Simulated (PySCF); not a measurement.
**Polarisability and C₆ of Lu²⁺ (lutetium, charge +2)**

[Xe] 4f14 6s1, 2S determinant. All numbers are calculated (PySCF 2.14, the spin-free X2C one-electron Hamiltonian (Gaussian nucleus), in x2c-TZVPPall with one added diffuse shell each of s, p, d type (12s8p8d2f2g, 108 functions)). Coupled (time-dependent) response in atomic units; α is the mean over directions.

```json
{"method": "UHF", "mean α (bohr³)": "40.89", "C₆ (like pair)": "265.0", "S(−4)": "1251"}
{"method": "PBE", "mean α (bohr³)": "32.55", "C₆ (like pair)": "202.3", "S(−4)": "741.0"}
```

S(−4) is the Cauchy moment in α(ω) = α(0) + S(−4) ω² + …

α(iu) at UHF:

```
u (hartree)  α(iu) (bohr³)
          0          40.89
     0.0500          38.01
      0.100          31.55
      0.200          19.67
      0.300          13.05
      0.500          7.567
      0.750          5.083
       1.00          3.884
       1.50          2.609
       2.00          1.904
       3.00          1.156
       5.00         0.5742
```

For an ion, C₆ is the dispersion term alone; charge-induced terms of lower order in 1/R come first.

Spin-orbit coupling, which splits the p, d and f shells strongly at this Z, is absent.
